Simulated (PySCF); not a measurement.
Level of theory: TPSSh-D3(BJ)/def2-TZVP // CAM-B3LYP-D3(BJ)/def2-TZVP (PySCF). All species are isolated molecules in the gas phase. Excitations are Tamm–Dancoff values on a coarser integration grid. The basis has no diffuse functions, so Rydberg states are missing or too high.

Reference species (SMILES): `B(I)I` (neutral, multiplicity 1).

```
Property                                       Result
-------------------------------------------  --------
HOMO                                         -7.05 eV
T1 excitation (TDA)                           3.62 eV
brightest of the four lowest singlets (TDA)   4.76 eV
S1 oscillator strength                          0.000
```

Changed species: `IB(I)I` (0 of 3 I replaced by H; the reference has 1 of 3 I replaced by H).

Question: What does the change do to the HOMO, T1 excitation (TDA), brightest of the four lowest singlets (TDA) and S1 oscillator strength?

Answer: the HOMO increases by 0.25 eV, to -6.80 eV; the T1 excitation (TDA) decreases by 0.35 eV, to 3.27 eV; the brightest of the four lowest singlets (TDA) falls by 0.18 eV, to 4.58 eV; the S1 oscillator strength is nearly the same.
